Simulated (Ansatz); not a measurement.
Calculated with Ansatz (gas phase, PBE0-D4/def2-TZVP geometries, no zero-point term in ΔE). CBS: MP2 limit from def2 TZ/QZ plus the TZ coupled-cluster correction, frozen cores. This one scheme is used for every species. DFT in def2-TZVPP. B3LYP here is the variant with VWN-RPA as its local correlation; programs differ in this. Each species was taken in one conformer, which may not be the lowest.

Reaction (hydrogenolysis of a C–Si bond): `[SiH3]C[NH][AlH][SH]` + H₂ → `C[NH][AlH][SH]` + SiH₄

```json
{"level": "B3LYP-D4", "ΔE (kJ/mol)": "-35.0"}
{"level": "r2SCAN", "ΔE (kJ/mol)": "-34.8"}
{"level": "PBE0", "ΔE (kJ/mol)": "-41.1"}
{"level": "B3LYP", "ΔE (kJ/mol)": "-47.4"}
{"level": "CCSD/def2-TZVPP", "ΔE (kJ/mol)": "-42.3"}
{"level": "CCSD(T)/def2-TZVPP", "ΔE (kJ/mol)": "-37.0"}
{"level": "HF/def2-QZVPP", "ΔE (kJ/mol)": "-63.6"}
{"level": "HF/CBS(def2)", "ΔE (kJ/mol)": "-63.6"}
```

What does CCSD(T)/CBS give? (Best estimate.)

Computed: -33.8 kJ/mol. The listed levels differ from it by -1.2, -1.0, -7.3, -13.6, -8.5, -3.2, -29.8, -29.8 kJ/mol.

Largest T1 diagnostic among the species: 0.012.

The D4 term adds +12.4 kJ/mol with B3LYP and +7.0 kJ/mol with PBE0; it sums over pairs of atoms, weighted by their polarisabilities, and B3LYP, whose exchange is more repulsive, gets the larger term. In def2-TZVPP, CCSD(T) changes the Hartree–Fock value by +26.7 kJ/mol (the triples alone add +5.3 kJ/mol) and MP2 by +32.4 kJ/mol.
